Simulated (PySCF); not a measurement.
I3Y, SMILES [I][Y-]([I])[I] (connectivity only; charge and spin as stated), charge -1, multiplicity 2. Atoms are numbered in the order given.

```xyz
4

Y      0.0000     0.0000     0.0000
I      2.8985     0.0000     0.0000
I     -1.4492     2.5101     0.0000
I     -1.4492    -2.5101     0.0000
```
Charge -1, spin multiplicity 2.

Coordinates come from a PBE0-D3(BJ)/def2-SVPD optimisation. The spin state was assumed, not searched. The def2 effective core potentials stand for the cores of I, Y; spin–orbit coupling is left out.

Level of theory: PySCF with PBE0/def2-SVPD.

**Question.** Estimate the frontier levels, dipole moment and polarisability. (Estimate from the structure and the level; the computed values follow.)

**Answer.** 
```
Item                                                                  Value
------------------------------------------------  -------------------------
α spin, highest occupied and lowest empty level           -0.65 and 2.41 eV
β spin, highest occupied and lowest empty level           -3.81 and 2.03 eV
dipole moment about the centre of nuclear charge                     0.00 D
mean static polarisability                           195.4 bohr³ (28.96 Å³)
polarisability, principal values                  190.9, 197.7, 197.7 bohr³
⟨S²⟩                                                0.752 (pure state 0.75)
```
